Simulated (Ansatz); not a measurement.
Consider the ligand exchange at the In–Cl bond: `[OH][In]([OH])[Cl]` + H₂S → `[OH][In]([OH])[SH]` + HCl.

Calculated with Ansatz (gas phase, PBE0-D4/def2-TZVP geometries, no zero-point term in ΔE). CCSD(T)/CBS adds triple-zeta CCSD(T) − MP2 to the extrapolated MP2 energy (def2 sets, frozen cores). This one scheme is used for every species. DFT in def2-TZVPP. B3LYP here is the variant with VWN-RPA as its local correlation; programs differ in this. def2 core potentials past Kr. For In outer-core shells are correlated without core-valence functions, which leaves a few kJ/mol of doubt a bond. Each species was taken in one conformer, which may not be the lowest.

`[OH][In]([OH])[Cl]`:

Z-matrix (Å, degrees):
```
In
O 1 1.971
Cl 1 2.305 2 120.4
O 1 1.962 2 119.6 3 180.0
H 2 0.961 1 112.4 3 -0.1
H 4 0.962 1 111.6 2 -0.0
```

H₂S:

Cartesian coordinates in Å:
```
S 0.001 0.503 0.362
H -0.186 -0.806 0.590
H 0.185 0.303 -0.952
```

`[OH][In]([OH])[SH]`:

```xyz
7

O    -1.746   -1.044   -0.208
In   -0.080    0.003   -0.018
O     1.488   -1.072    0.511
S     0.135    2.329   -0.366
H    -2.506   -0.518   -0.466
H     1.262   -2.000    0.618
H     1.446    2.301   -0.071
```

HCl:

```xyz
2

Cl   -0.151    0.449   -0.429
H     0.151   -0.449    0.429
```

Is it downhill or uphill in electronic energy at CCSD(T)/CBS, and by how much? (Estimate.)

Computed: Uphill: ΔE = +20.6 kJ/mol.

What do these levels give: PBE-D4, ωB97X-V, ωB97M-V, B2PLYP, PBE, PBE0, B3LYP, HF/def2-TZVPP, MP2/def2-TZVPP, CCSD/def2-TZVPP, HF/def2-QZVPP, MP2/CBS(def2)? (Estimate.)

Computed: PBE-D4 17.8, ωB97X-V 25.0, ωB97M-V 23.2, B2PLYP 23.2, PBE 18.8, PBE0 20.9, B3LYP 24.2, HF/def2-TZVPP 36.3, MP2/def2-TZVPP 18.4, CCSD/def2-TZVPP 22.3, HF/def2-QZVPP 36.9, MP2/CBS(def2) 18.6 kJ/mol.

Largest T1 diagnostic among the species: 0.016.

In def2-TZVPP, CCSD(T) changes the Hartree–Fock value by −15.8 kJ/mol (the triples alone add −1.8 kJ/mol) and MP2 by −17.8 kJ/mol.
